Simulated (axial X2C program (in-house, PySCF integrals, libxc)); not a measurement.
Potential curves of AlCo, scalar-relativistic

Calculated with an in-house relativistic program for diatomic molecules. Spin-free means the one-electron spin-free X2C Hamiltonian. Basis: Co dyall-cv3z [9s10p6d3f2g], Al dyall-v3z [8s8p2d1f] (cores contracted in-house); Gaussian nuclei, density fitting, unrestricted open shells. Masses: Co 58.933 u, Al 26.982 u.

State: M_S = 1, Λ = 2 (beyond evenly filled blocks: σα, δ+α, δ+β, δ-α). Energies in eV from the fragments at the same level (Co + Al). Fits are polynomials in 1 − R0/R over 0.85 to 1.23 times the lowest point R0.

```json
{"R (Å)": "2.1071", "PBE0": "-1.3724", "CCSD(T)": "", "CCSD": ""}
{"R (Å)": "2.2040", "PBE0": "-1.6014", "CCSD(T)": "-0.4093", "CCSD": "-0.2445"}
{"R (Å)": "2.2767", "PBE0": "-1.7001", "CCSD(T)": "-0.4740", "CCSD": "-0.3207"}
{"R (Å)": "2.3493", "PBE0": "-1.7508", "CCSD(T)": "-0.5023", "CCSD": "-0.3616"}
{"R (Å)": "2.4220", "PBE0": "-1.7644", "CCSD(T)": "-0.5050", "CCSD": "-0.3771"}
{"R (Å)": "2.5068", "PBE0": "-1.7443", "CCSD(T)": "-0.4863", "CCSD": "-0.3730"}
{"R (Å)": "2.5915", "PBE0": "-1.6953", "CCSD(T)": "-0.4537", "CCSD": "-0.3540"}
{"R (Å)": "2.7005", "PBE0": "-1.6029", "CCSD(T)": "-0.4022", "CCSD": "-0.3181"}
{"R (Å)": "2.8337", "PBE0": "-1.4610", "CCSD(T)": "", "CCSD": ""}
{"R (Å)": "3.0275", "PBE0": "-1.2276", "CCSD(T)": "", "CCSD": ""}
```

Correlated methods: 12 electrons correlated (number of frozen shells: Co 3 s, 2 p; Al 2 s, 1 p), 222 virtual spin orbitals or spinors in MP2, 90 natural virtuals in coupled cluster.

The state is a single determinant with fixed occupations, the lowest that a limited PBE0 search found. De is counted from the lowest determinant-based energies of the atoms at the same level, without counterpoise correction. CCSD and (T) use frozen natural virtuals with an MP2 correction for the truncation; (T) itself is uncorrected, so its De runs slightly low. PBE0 can misorder states that lie within some tenths of an eV, so this need not be the ground state of the molecule. The nearest other spin-free determinant of the search, M_S = 1, Λ = 3, lies 0.26 eV up at the distance of the search. Without a current term, density functionals place determinants with orbital angular momentum somewhat too high. The determinant is spin-polarised beyond a pure state at some levels (its spin-free form has ⟨S²⟩ too high), which makes Re and μ there less reliable. The T1 diagnostic is large, a sign of multireference character. Coupled cluster ran on the points near the minimum only. MP2 and coupled cluster on one determinant become unreliable at the stretched end.

**Question.** What are Re, ωe and De at the PBE0 level?

**Answer.** At PBE0, spin-free: Re = 2.417 Å, ωe ≈ 285 cm⁻¹, De = 1.76 eV to Co + Al; Be follows as 0.156 cm⁻¹.

**Question.** Fit the CCSD(T) curve near its minimum: give the equilibrium distance, the harmonic wavenumber and the well depth.

**Answer.** At CCSD(T), spin-free: Re = 2.394 Å, ωe ≈ 237 cm⁻¹, De = 0.51 eV to Co + Al; Be follows as 0.159 cm⁻¹.

**Question.** Fit the CCSD curve near its minimum: give the equilibrium distance, the harmonic wavenumber and the well depth.

**Answer.** At CCSD, spin-free: Re = 2.446 Å, ωe ≈ 208 cm⁻¹, De = 0.38 eV to Co + Al; Be follows as 0.152 cm⁻¹.
